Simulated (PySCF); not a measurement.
This PySCF input asks for the NMR shieldings of SMILES C#CC[C@@H](C/C=N\C)N[SiH3], C₇H₁₄N₂Si; the geometry comes from GFN2-xTB.

```python
import basis_set_exchange as bse
import numpy as np
from pyscf import gto, dft
from pyscf.prop import nmr

atoms = """
C    -0.301999    1.316993    3.214541
C    -0.765310    0.533134    2.437905
C    -1.308896   -0.404159    1.480100
C    -0.704838   -0.211231    0.071886
C     0.803290   -0.505465    0.095404
C     1.430330   -0.123555   -1.216637
N     2.485212    0.512746   -1.451137
C     3.351022    1.010040   -0.419753
N    -1.372853   -1.035709   -0.899022
Si   -2.722857   -0.524932   -1.829795
H     0.093807    2.001321    3.903660
H    -2.391908   -0.265258    1.415648
H    -1.112696   -1.425718    1.822125
H    -0.854255    0.832045   -0.227380
H     1.255486    0.037959    0.925938
H     0.953830   -1.578802    0.255464
H     0.866135   -0.439197   -2.089673
H     3.385647    0.391177    0.481904
H     4.352160    1.084007   -0.844354
H     3.027806    2.014918   -0.139823
H    -1.261162   -2.018312   -0.697109
H    -3.920231   -0.190748   -1.039071
H    -3.002526   -1.666581   -2.694825
H    -2.296930    0.675093   -2.548439
"""
names = dict.fromkeys(["C", "N", "Si", "H"], "pcSseg-1")
basis = {el: gto.basis.parse(bse.get_basis(n, elements=[el], fmt="nwchem")) for el, n in names.items()}
mol = gto.M(atom=atoms, basis=basis, charge=0, verbose=0)
mf = dft.RKS(mol, xc="PBE0")
mf.grids.level = 2
mf.grids.alignment = dft.numint.BLKSIZE   # the property module wants whole blocks of grid points
mf.conv_tol = 1e-9
mf.kernel()

calc = nmr.RKS(mf)   # GIAO
C = mf.mo_coeff
Co = C[:, mf.mo_occ > 0]
resp = mf.gen_response(singlet=True, hermi=2)
def vind(x):   # induced exchange potential for any number of trial vectors
    d = np.einsum("pi,xij,qj->xpq", C, 2 * x.reshape(-1, C.shape[1], Co.shape[1]), Co, optimize=True)
    return np.einsum("xpq,pi,qj->xij", resp(d - d.transpose(0, 2, 1)), C, Co, optimize=True).ravel()
mo1, _ = nmr.rhf.solve_mo1(calc, with_cphf=vind)
sigma = calc.kernel(mo1)
for i, s in enumerate(sigma):   # ppm
    print("%2d %-2s %9.2f" % (i, mol.atom_pure_symbol(i), np.trace(s) / 3))
```

**Question.** What are the results?

**Answer.** 
```
 0 C     109.76
 1 C     100.08
 2 C     155.00
 3 C     129.62
 4 C     148.86
 5 C      18.68
 6 N    -108.40
 7 C     146.47
 8 N     231.52
 9 Si    407.89
10 H      30.21
11 H      28.95
12 H      29.74
13 H      29.26
14 H      28.22
15 H      30.64
16 H      23.63
17 H      28.32
18 H      27.55
19 H      28.46
20 H      32.29
21 H      26.91
22 H      27.11
23 H      27.12
```

These numbers come from an equivalent density-fitted implementation of the same equations, which agrees with the script to about 0.01 ppm for H and up to a few tenths of a ppm for heavy atoms, so last digits may differ.

**Question.** Turn these shieldings into chemical shifts. δ = σ(ref) − σ, references computed at the same level: $^{13}$C (σref 186.93), $^{29}$Si (σref 349.16), $^{1}$H (σref 31.72) against TMS; $^{15}$N (σref 267.73) vs NH3.

**Answer.** Averaging equivalent atoms: C 5: 168.2; C 1: 86.8; C 0: 77.2; C 3: 57.3; C 7: 40.5; C 4: 38.1; C 2: 31.9; N 6: 376.1; N 8: 36.2; Si 9: -58.7; H 16: 8.09; H 21/22/23: 4.67; H 17/18/19: 3.61; H 14: 3.50; H 11: 2.77; H 13: 2.45; H 12: 1.97; H 10: 1.51; H 15: 1.07; H 20: -0.57 ppm. Experimental scales use liquid or dissolved standards, which lie at an offset from isolated NH3 (liquid NH3: subtract about 20 ppm). Unscaled 15N shifts of sp2 nitrogen come out 20 to 40 ppm too high even then.

Size and cost of the density-fitted run: 247 basis functions, 120 s wall time on 1 thread of an Arm Neoverse N1, shared host; peak memory 1.1 GiB.
